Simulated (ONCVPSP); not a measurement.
## Varying the ONCV potential for krypton (Kr)

Base potential:

- Element: Kr
- Generator: ONCVPSP 4.0.1
- Type: optimised norm-conserving Vanderbilt (ONCV)
- Functional: LDA (Perdew-Zunger)
- Relativity: scalar-relativistic
- Frozen core: [Ne] 3s2
- Valence charge: 24
- Reference configuration: 3p6 3d10 4s2 4p5.5 (charge +0.5)
- Partial waves: 4s: rc 1.35 bohr, ncon 3, nbas 7, qcut 5.2 1/bohr, 2 projectors, debl 1.6 Ha; 3p+4p: rc 0.85 bohr, ncon 4, nbas 7, qcut 12.8 1/bohr, 2 projectors; 3d: rc 1.00 bohr, ncon 4, nbas 9, qcut 13.1 1/bohr, 2 projectors, debl 1.2 Ha
- Local potential: polynomial inside 0.65 bohr (lpopt 4, dvloc0 6 Ha)
- Core correction: polynomial model core, fcfact 0.25

In the d channel the program set the typed energies aside and used -3.213, 0.250 Ha.

Cutoffs, loose and tight: the cutoffs (Ha) at which the residual kinetic energy of the hardest occupied pseudo-wave falls to 1 and 0.1 mHa per electron. They do not see the model core or the augmentation charge, which bear on the density cutoff. Test errors are all-electron minus pseudo excitation energies from the reference, over the configurations 3p6 3d10 4s2 4p6; 3p6 3d10 4s2 4p5; 3p6 3d10 4s2 4p4; 3p6 3d9 4s2 4p6. A dash means not determined; rows that change the core or the reference have their own tests. The largest error is taken over the tests solved by every variant that gives reliable tests at all: 3p6 3d10 4s2 4p4; 3p6 3d10 4s2 4p5; 3p6 3d10 4s2 4p6.

A true bound ghost makes a file unfit for plane-wave use even where its test errors are small: the radial tests pick states by their node count and pass the ghost by.

```tsv
change	outcome	cutoff, loose	cutoff, tight	bound ghosts	GHOST(+) flags above zero	largest test error (meV)
base	generated, projector energies reset by the program	101 Ha	302 Ha	s	none	-1.2
d: qcut 11.4	generated, projector energies reset by the program	296 Ha	378 Ha	s	none	-1.5
d: qcut 13.4	generated, projector energies reset by the program	90 Ha	290 Ha	s	none	-1.2
d: qcut 16.2	generated, projector energies reset by the program	109 Ha	120 Ha	s	none	-0.8
d: qcut 17.7	generated, projector energies reset by the program	120 Ha	133 Ha	s	none	-0.7
```

Question: What comes out with this change to the base: d: qcut 19.6?

Answer: outcome: generated, projector energies reset by the program; cutoff, loose: 134 Ha; cutoff, tight: 150 Ha; bound ghosts: s; GHOST(+) flags above zero: none; largest test error (meV): -0.7.

Question: What comes out with this change to the base: d: qcut 8.2?

Answer: outcome: generated, projector energies reset by the program; cutoff, loose: 395 Ha; cutoff, tight: 588 Ha; bound ghosts: s; GHOST(+) flags above zero: none; largest test error (meV): -2.1.

Question: What comes out with this change to the base: d: qcut 10.4?

Answer: outcome: generated, projector energies reset by the program; cutoff, loose: 316 Ha; cutoff, tight: 416 Ha; bound ghosts: s; GHOST(+) flags above zero: none; largest test error (meV): -1.6.

Reading the sweep of the qcut of the d channel (base included, trends over the rows without a ghost): Bound ghosts are found at 8.2, 10.4, 11.4, 13.1, 13.4, 16.2, 17.7, 19.6 1/bohr. Every judged row has one, so this setting neither creates nor removes them.
